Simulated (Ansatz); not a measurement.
Stepwise reaction of `[SiH3][O][Ga]([Br])[Br]` with water, as a gas-phase model of exchange steps in deposition or etching. ΔE in kJ/mol.

Program: Ansatz. Geometries: PBE0-D4/def2-TZVP. ΔE: electronic, gas phase. CCSD(T)/CBS adds triple-zeta CCSD(T) − MP2 to the extrapolated MP2 energy (def2 sets, frozen cores). This one scheme is used for every species. Functionals use def2-TZVPP. B3LYP here is the variant with VWN-RPA as its local correlation; programs differ in this. For Br, Ga outer-core shells are correlated without core-valence functions, which leaves a few kJ/mol of doubt a bond. Scalar relativity is left out up to krypton. Each species was taken in one conformer, which may not be the lowest.

```json
{"step": "1", "reaction": "`[SiH3][O][Ga]([Br])[Br]` + H₂O → `[OH][Ga]([Br])[O][SiH3]` + HBr", "PBE-D4": "67.8", "B3LYP-D4": "68.2", "ωB97M-V": "67.6", "CCSD(T)/CBS": "69.5"}
{"step": "2", "reaction": "`[OH][Ga]([Br])[O][SiH3]` + H₂O → `[OH][Ga]([OH])[O][SiH3]` + HBr", "PBE-D4": "70.8", "B3LYP-D4": "69.9", "ωB97M-V": "70.6", "CCSD(T)/CBS": "71.5"}
```

Question: By hand: ΔE of the 2 steps together at CCSD(T)/CBS.

Answer: (69.5) + (71.5) = 141.0 kJ/mol, or 70.5 kJ/mol a step.

In ΔE the steps differ by no more than 2.0 kJ/mol. All are uphill at CCSD(T)/CBS. PBE-D4 differs from CCSD(T)/CBS by -1.7 to -0.7 kJ/mol a step. Isolated molecules leave out the surface, adducts and barriers. Largest T1 diagnostic: 0.014.
